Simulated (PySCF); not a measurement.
A side-by-side comparison of computed properties.

First species: C3H13ClSi4.
SMILES: `[SiH3][SiH]([SiH3])[SiH2][C@@H]1C[C@H]1Cl`

Second species: C4H3NO3.
SMILES: `O=COC1=CON=C1`

Levels: PBE0/pcSseg-1 for dipole moment, HOMO energy, LUMO energy and HOMO–LUMO gap; GFN2-xTB for rotational constant A and rotational constant C. Geometries: GFN2-xTB. All species are isolated and taken at one optimised geometry, non-relativistic unless stated. Electronic properties by PySCF.

The conformers computed, where there is a choice (atom-mapped SMILES and torsion angles):
- `[SiH3:1][SiH:2]([SiH3:3])[SiH2:4][C@@H:5]1[CH2:6][C@H:7]1[Cl:8]`: Si1–Si2–Si4–C5 174°, Si2–Si4–C5–C6 150°
- `[O:1]=[CH:2][O:3][c:4]1[cH:5][n:6][o:7][cH:8]1`: O1–C2–O3–C4 0°, C2–O3–C4–C5 180°

Task: Which of the two has the higher HOMO–LUMO gap, and by how much?

Result: The first: 7.24 eV against 6.87 eV, a difference of 0.37 eV.

Task: Which of the two has the higher rotational constant A, and by how much?

Result: The second: 6.115 GHz against 1.329 GHz, a difference of 4.786 GHz.

Task: Which of the two has the higher LUMO energy, and by how much?

Result: The first: -0.52 eV against -0.94 eV, a difference of 0.42 eV.

Task: Which of the two has the higher rotational constant C, and by how much?

Result: The second: 1.226 GHz against 0.331 GHz, a difference of 0.895 GHz.

Task: Which has the higher dipole moment?

Result: The second: 2.89 D against 1.41 D, a difference of 1.48 D.

On the first: The dipole equals about 4.7 × 10⁻³⁰ C·m (1 D = 3.33564 × 10⁻³⁰ C·m).

On the second: A dipole of 2.89 D is allowed in Cs, and pure rotational transitions are dipole-allowed. In atomic units the dipole is 1.14 e·bohr (1 au = 2.5417 D).
